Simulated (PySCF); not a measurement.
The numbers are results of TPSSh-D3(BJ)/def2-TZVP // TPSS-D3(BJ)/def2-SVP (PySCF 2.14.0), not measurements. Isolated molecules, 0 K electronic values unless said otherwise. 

Reference species: [Hf(Br)2(H)2] (neutral, multiplicity 1).

The LUMO is -2.84 eV and the coordination number is 4.

Changed species: [Hf(Br)3(H)] (1 of 4 Br replaced by H; the reference has 2 of 4 Br replaced by H).

**Question.** Give the shifts of the LUMO and coordination number.

**Answer.** the LUMO stays essentially unchanged; the coordination number hardly moves.
